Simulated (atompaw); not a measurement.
## Logarithmic derivatives: sulfur, PAW (atompaw)

- Element: S (Z = 16)
- Generator: atompaw 4.2.0.5
- Type: PAW
- Functional: PBE
- Relativity: scalar-relativistic
- Frozen core: [Ne]
- Valence charge: 6
- Reference configuration: 3s2 3p4
- Partial waves: 3s (bound): rc 1.05 bohr; 3s channel at 0.35 Ry: rc 1.05 bohr; 3p (bound): rc 1.55 bohr; 3p channel at 4.8 Ry: rc 1.55 bohr
- Local potential: troulliermartins scheme with l = 2 at 0 Ry, radius 1.55 bohr
- Core correction: smooth core density matched at 1.10 bohr
- Augmentation charge: sinc compensation charge, radius 1.20 bohr; PAW radius 1.55 bohr; waves and projectors: custom polynom vanderbiltortho

The phase is arctan(r·u′/u) with u = r·R(r), unwrapped; energies in Ry, scanned from -3 to 5 Ry. A pole is an energy at which the radial function vanishes at the test radius. The pseudo phase is shifted by a multiple of π to meet the all-electron one at the reference energy, and phase errors are pseudo minus all-electron; the curves can meet again beyond the range given. Levels narrower than the energy grid can be missing from the lists of poles.

```json
{"channel": "s", "radius (bohr)": "1.55", "reference energy (Ry)": "-1.27", "poles, all-electron": "3.74", "poles, pseudo": "3.73", "unbroken range about the reference energy with phases within 0.05 rad": "the whole range", "phase error 1 Ry above the reference energy (rad)": "-0.000"}
{"channel": "p", "radius (bohr)": "1.55", "reference energy (Ry)": "-0.52", "poles, all-electron": "4.85", "poles, pseudo": "4.85", "unbroken range about the reference energy with phases within 0.05 rad": "the whole range", "phase error 1 Ry above the reference energy (rad)": "-0.001"}
```

Phases in the s channel:

| E (Ry) | all-electron | pseudo |
| --- | --- | --- |
| -3.00 | 0.831 | 0.831 |
| -2.52 | 0.645 | 0.645 |
| -2.04 | 0.353 | 0.353 |
| -1.56 | -0.064 | -0.064 |
| -1.08 | -0.512 | -0.512 |
| -0.60 | -0.853 | -0.853 |
| -0.12 | -1.075 | -1.075 |
| 0.36 | -1.218 | -1.218 |
| 0.84 | -1.315 | -1.315 |
| 1.32 | -1.385 | -1.385 |
| 1.80 | -1.439 | -1.439 |
| 2.28 | -1.481 | -1.481 |
| 2.76 | -1.515 | -1.515 |
| 3.24 | -1.544 | -1.545 |
| 3.72 | -1.570 | -1.570 |
| 4.20 | -1.593 | -1.593 |
| 4.68 | -1.614 | -1.615 |
